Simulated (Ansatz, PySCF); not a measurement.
C₂H₉FOSi₂, SMILES OC[Si@H](F)C[SiH3].

The structure is a stationary point at B3LYP-D3(BJ)/def2-SVP. The structure was generated by enumeration; whether it is a known compound was not checked. Other conformers were not sampled.

Vertical ionisation energy (IE) and electron affinity (EA) in eV. Rows of orbital energies are one-electron estimates. Where ΔSCF, EOM or ADC give a negative EA the extra electron is unbound and the value depends on the basis.

```json
[
 {"level": "−ε(HOMO), −ε(LUMO), r2SCAN/def2-TZVP (PySCF)", "IE": "6.37", "EA": "0.50"},
 {"level": "−ε(HOMO), −ε(LUMO), PBE/def2-TZVP (PySCF)", "IE": "6.05", "EA": "0.86"},
 {"level": "ΔSCF, CAM-B3LYP/def2-SVPD (Ansatz), final states of multiplicity 2 and 2", "IE": "10.07", "EA": "-1.36"},
 {"level": "ΔSCF, PBE/def2-SVPD (Ansatz), final states of multiplicity 2 and 2", "IE": "…", "EA": "…"}
]
```

Problem. Complete the blanks. (The exact figures need the calculation; the answer reports its results.)

Solution. 
- ΔSCF, PBE/def2-SVPD (Ansatz, a program for electronic structure), final states of multiplicity 2 and 2, IE: 9.37
- ΔSCF, PBE/def2-SVPD (Ansatz), final states of multiplicity 2 and 2, EA: -0.94

Problem. What vertical singlet–triplet gap does ΔSCF give with CAM-B3LYP/def2-SVPD (Ansatz) and with PBE/def2-SVPD (Ansatz)? (The exact figures need the calculation; the answer reports its results.)

Solution. 6.38 and 5.56 eV (triplet above singlet where positive).
